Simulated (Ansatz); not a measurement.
Reaction (cleavage of the Si–Ga bond): `[SiH3][Ga]1[CH2][CH2]1` + `C[O][Al]([OH])[F]` → `C[O][Al]([F])[O][SiH3]` + `[CH2]1[CH2][GaH]1`

Program: Ansatz. Geometries: PBE0-D4/def2-TZVP. ΔE: electronic, gas phase. CBS: MP2 limit from def2 TZ/QZ plus the TZ coupled-cluster correction, frozen cores. This one scheme is used for every species. DFT in def2-TZVPP. For Ga outer-core shells are correlated without core-valence functions, which leaves a few kJ/mol of doubt a bond. Scalar relativity is left out up to krypton. Each species was taken in one conformer, which may not be the lowest.

CCSD(T)/CBS gives -0.32 eV.

**Question.** Another level gave -0.40 eV. Which?
A. PBE/def2-TZVPP
B. CCSD(T)/def2-TZVPP
C. CCSD/def2-TZVPP
D. r2SCAN-D4/def2-TZVPP

**Answer.** B. CCSD(T)/def2-TZVPP -0.40, r2SCAN-D4 -0.24, PBE 0.06, CCSD/def2-TZVPP -0.52 eV.

Largest T1 diagnostic among the species: 0.016.

From PBE to PBE0 (25 % exact exchange), in def2-TZVPP and without D4, ΔE moves by −0.26 eV. The D4 term adds +0.06 eV with B3LYP and +0.03 eV with PBE0; it sums over pairs of atoms, weighted by their polarisabilities, and B3LYP, whose exchange is more repulsive, gets the larger term.

B3LYP here is the variant with VWN-RPA as its local correlation; programs differ in this.
